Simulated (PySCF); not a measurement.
CH$_{4}$BClS (SMILES CSBCl), singlet, geometry from GFN2-xTB, with bond 7-5 at 2.4 times its length; CASSCF(6,4)/6-31G (PySCF).

The PySCF input:
```python
from pyscf import gto, scf, mcscf
import numpy

mol = gto.Mole()
mol.atom = '''
    B    -0.45741416    0.48225490    0.21426879
    Cl    0.40893531    1.77870207    0.90743108
    H    -1.62705892    0.52167119    0.16850163
    S     0.40444993   -0.92535914   -0.43759154
    C    -0.97276362   -1.97172232   -1.03493449
    H    -1.61764141   -2.23098248   -0.20251508
    H     0.09884188   -4.11843174   -2.04263641
    H    -1.52848487   -1.43763380   -1.79777695
'''
mol.basis = '6-31g'
mol.verbose = 4
mol.build()

mf = scf.RHF(mol)
mf.kernel()
mc = mcscf.CASSCF(mf, 4, 6)
mc.fix_spin_(ss=0.0)
mc.kernel()
occ = numpy.linalg.eigvalsh(mc.fcisolver.make_rdm1(mc.ci, mc.ncas, mc.nelecas))[::-1]
ss = mc.fcisolver.spin_square(mc.ci, mc.ncas, mc.nelecas)[0]
print('natural occupations', occ.round(4), ' <S^2>', round(ss, 4))
```

It wrote (shortened):

```
PySCF version 2.14.0

[INPUT] verbose = 4
[INPUT] num. atoms = 8
[INPUT] num. electrons = 48
[INPUT] charge = 0
[INPUT] spin (= nelec alpha-beta = 2S) = 0
[INPUT] symmetry False subgroup None
[INPUT] Mole.unit = angstrom
[INPUT] Symbol           X                Y                Z      unit          X                Y                Z       unit  Magmom
[...]
nuclear repulsion = 178.805773056669
number of shells = 32
number of NR pGTOs = 152
number of NR cGTOs = 52
basis = 6-31g
ecp = {}

******** <class 'pyscf.scf.hf.RHF'> ********
method = RHF
initial guess = minao
damping factor = 0
level_shift factor = 0
DIIS = <class 'pyscf.scf.diis.CDIIS'>
diis_start_cycle = 1
diis_space = 8
diis_damp = 0
SCF conv_tol = 1e-09
SCF conv_tol_grad = None
SCF max_cycles = 50
direct_scf = True
direct_scf_tol = 1e-13
Set gradient conv threshold to 3.16228e-05
Initial guess from minao.
init E= -922.062185865598
[...]
cycle= 1 E= -921.505600146966  delta_E= 0.557  |g|= 0.465  |ddm|= 2.59
[...]
cycle= 2 E= -921.555775082772  delta_E= -0.0502  |g|= 0.344  |ddm|= 1.09
[...]
cycle= 3 E= -921.596585533026  delta_E= -0.0408  |g|= 0.0702  |ddm|= 0.443
[...]
cycle= 4 E= -921.598660673556  delta_E= -0.00208  |g|= 0.0214  |ddm|= 0.129
[...]
cycle= 5 E= -921.598963717473  delta_E= -0.000303  |g|= 0.00596  |ddm|= 0.0552
[...]
cycle= 6 E= -921.598994539983  delta_E= -3.08e-05  |g|= 0.00146  |ddm|= 0.0191
[...]
cycle= 7 E= -921.598997493393  delta_E= -2.95e-06  |g|= 0.00039  |ddm|= 0.00629
[...]
cycle= 8 E= -921.598997690157  delta_E= -1.97e-07  |g|= 0.000104  |ddm|= 0.00178
[...]
cycle= 9 E= -921.5989977027  delta_E= -1.25e-08  |g|= 3.24e-05  |ddm|= 0.000447
[...]
cycle= 10 E= -921.598997703881  delta_E= -1.18e-09  |g|= 1.26e-05  |ddm|= 0.00011
[...]
cycle= 11 E= -921.59899770405  delta_E= -1.69e-10  |g|= 4.13e-06  |ddm|= 4.57e-05
[...]
Extra cycle  E= -921.598997704057  delta_E= -6.59e-12  |g|= 2.72e-06  |ddm|= 8.71e-06
converged SCF energy = -921.598997704057

******** <class 'pyscf.mcscf.mc1step.CASSCF'> ********
CAS (3e+3e, 4o), ncore = 21, nvir = 27
max_cycle_macro = 50
max_cycle_micro = 4
conv_tol = 1e-07
conv_tol_grad = None
orbital rotation max_stepsize = 0.02
orbital rotation threshold for CI restart = 0.01
augmented hessian ah_max_cycle = 30
augmented hessian ah_conv_tol = 1e-12
augmented hessian ah_linear dependence = 1e-14
augmented hessian ah_level shift = 1e-08
augmented hessian ah_start_tol = 2.5
augmented hessian ah_start_cycle = 3
[...]
CASCI E = -921.686230877466  S^2 = 0.0000000
[...]
macro iter  40 (  1 JK    1 micro), CASSCF E = -921.706496832557  dE =  0.00000000e+00  S^2 = 0.0000000
               |grad[o]|=0.000369  |grad[c]|=9.96e-07  |ddm|=    0  |maxRot[o]|=    0
macro iter  41 (  1 JK    1 micro), CASSCF E = -921.706496832557  dE =  0.00000000e+00  S^2 = 0.0000000
               |grad[o]|=0.000369  |grad[c]|=9.96e-07  |ddm|=    0  |maxRot[o]|=    0
macro iter  42 (  1 JK    1 micro), CASSCF E = -921.706496832557  dE =  0.00000000e+00  S^2 = 0.0000000
               |grad[o]|=0.000369  |grad[c]|=9.96e-07  |ddm|=    0  |maxRot[o]|=    0
macro iter  43 (  1 JK    1 micro), CASSCF E = -921.706496832557  dE =  0.00000000e+00  S^2 = 0.0000000
               |grad[o]|=0.000369  |grad[c]|=9.96e-07  |ddm|=    0  |maxRot[o]|=    0
macro iter  44 (  1 JK    1 micro), CASSCF E = -921.706496832557  dE =  0.00000000e+00  S^2 = 0.0000000
               |grad[o]|=0.000369  |grad[c]|=9.96e-07  |ddm|=    0  |maxRot[o]|=    0
macro iter  45 (  1 JK    1 micro), CASSCF E = -921.706496832557  dE =  0.00000000e+00  S^2 = 0.0000000
               |grad[o]|=0.000369  |grad[c]|=9.96e-07  |ddm|=    0  |maxRot[o]|=    0
macro iter  46 (  1 JK    1 micro), CASSCF E = -921.706496832557  dE =  0.00000000e+00  S^2 = 0.0000000
               |grad[o]|=0.000369  |grad[c]|=9.96e-07  |ddm|=    0  |maxRot[o]|=    0
macro iter  47 (  1 JK    1 micro), CASSCF E = -921.706496832557  dE =  0.00000000e+00  S^2 = 0.0000000
               |grad[o]|=0.000369  |grad[c]|=9.96e-07  |ddm|=    0  |maxRot[o]|=    0
macro iter  48 (  1 JK    1 micro), CASSCF E = -921.706496832557  dE =  0.00000000e+00  S^2 = 0.0000000
               |grad[o]|=0.000369  |grad[c]|=9.96e-07  |ddm|=    0  |maxRot[o]|=    0
macro iter  49 (  1 JK    1 micro), CASSCF E = -921.706496832557  dE =  0.00000000e+00  S^2 = 0.0000000
               |grad[o]|=0.000369  |grad[c]|=9.96e-07  |ddm|=    0  |maxRot[o]|=    0
macro iter  50 (  1 JK    1 micro), CASSCF E = -921.706496832557  dE =  0.00000000e+00  S^2 = 0.0000000
               |grad[o]|=0.000369  |grad[c]|=9.96e-07  |ddm|=    0  |maxRot[o]|=    0
1-step CASSCF not converged,  50 macro (524 JK 113 micro) steps
CASSCF canonicalization
Density matrix diagonal elements [1.98807753 1.99987007 1.45837565 0.55367676]
CASSCF energy = -921.706496832557
CASCI E = -921.706496832557  E(CI) = -33.9466106888216  S^2 = 0.0000000
natural occupations [2.     1.9999 1.4478 0.5524]  <S^2> 0.0
```

The run did not converge; its last values are not results.
